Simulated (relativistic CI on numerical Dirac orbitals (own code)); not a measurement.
**Radial parameters of Se²⁴⁺**

These numbers are calculated, not measured: Dirac-Coulomb-Breit CI, KLI orbitals optimised for each configuration, model QED (radiative potential, 1s self-energy scaled to tabulated hydrogen-like ionisation energies), unscaled Slater integrals (own radial code, finite nucleus).

Slater integrals F^k, G^k are unscaled and averaged over j, outside the closed core 1s2; ζ comes from projecting the Hamiltonian with its Breit term on Σ l·s of the shell.

- 2s2.2p5.3s: ζ(2p) = 228880, G^1(2p,3s) = 57080 cm⁻¹; <r>(2p) = 0.165, <r^2>(2p) = 0.0331, <r>(3s) = 0.4649, <r^2>(3s) = 0.2456 (bohr units).
- 2s2.2p5.3p: ζ(2p) = 228730, F^2(2p,3p) = 147420, G^0(2p,3p) = 58557, G^2(2p,3p) = 64317, ζ(3p) = 55907 cm⁻¹; <r>(2p) = 0.1652, <r^2>(2p) = 0.03316, <r>(3p) = 0.4505, <r^2>(3p) = 0.2337 (bohr units).
- 2s2.2p5.3d: ζ(2p) = 229050, F^2(2p,3d) = 192170, G^1(2p,3d) = 179200, G^3(2p,3d) = 103480, ζ(3d) = 6631.9 cm⁻¹; <r>(2p) = 0.1652, <r^2>(2p) = 0.03318, <r>(3d) = 0.398, <r^2>(3d) = 0.1824 (bohr units).

Averages of the first 10 configurations, taken without configuration mixing, which lowers the lowest level and can move excited configurations by several eV; other configurations of the list can lie among them:

```tsv
Configuration	Parity	States	Average energy above the lowest level (eV)
2s2.2p6	even	1	0.0
2s2.2p5.3s	odd	12	1450.0
2s2.2p5.3p	even	36	1506.4
2s2.2p5.3d	odd	60	1574.7
2s.2p6.3s	even	4	1651.7
2s.2p6.3p	odd	12	1706.3
2s.2p6.3d	even	20	1774.3
2s2.2p5.4s	odd	12	1957.3
2s2.2p5.4p	even	36	1980.2
2s2.2p5.4d	odd	60	2006.0
```
